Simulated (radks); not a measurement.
The lithium anion Li-, [He] 2s2, held by a Watson sphere: a shell of charge +1.45 at radius R that stands for the Madelung well of a crystal (potential energy -1.45/R inside, -1.45/r outside, in hartree with lengths in bohr). All-electron calculation, scalar-relativistic Kohn-Sham, LB94 model potential, spin-polarised, spherical densities, point nucleus. Program: a radial shooting solver on a logarithmic mesh with Libxc functionals. Response by self-consistent Sternheimer equations with the Hartree and adiabatic LDA kernel, the relativistic mass of each level held fixed and spin-orbit coupling left out. The sphere does not respond.

R (bohr)  e(1s) (eV)  e(2s) (eV)  <r> 2s (bohr)  sum of <r^2> (bohr^2)  X-ray form factor at sin(theta)/lambda = 0.2 1/angstrom  alpha (bohr^3)
1.58         -72.260     -11.631          2.769                  18.95                                                    1.869           53.10
2.29         -67.264     -10.580          3.067                  22.82                                                    1.780           68.94
2.67         -66.048      -9.988          3.241                  25.32                                                    1.750           81.64
2.75         -65.854      -9.866          3.278                  25.86                                                    1.745           84.64
3.7          -64.392      -8.555          3.692                  32.62                                                    1.727           127.7

Estimate the row for R = 3.36 bohr.

Answer. e(1s) (eV) -64.791; e(2s) (eV) -8.993; <r> 2s (bohr) 3.550; sum of <r^2> (bohr^2) 30.17; X-ray form factor at sin(theta)/lambda = 0.2 1/angstrom 1.727; alpha (bohr^3) 110.8.
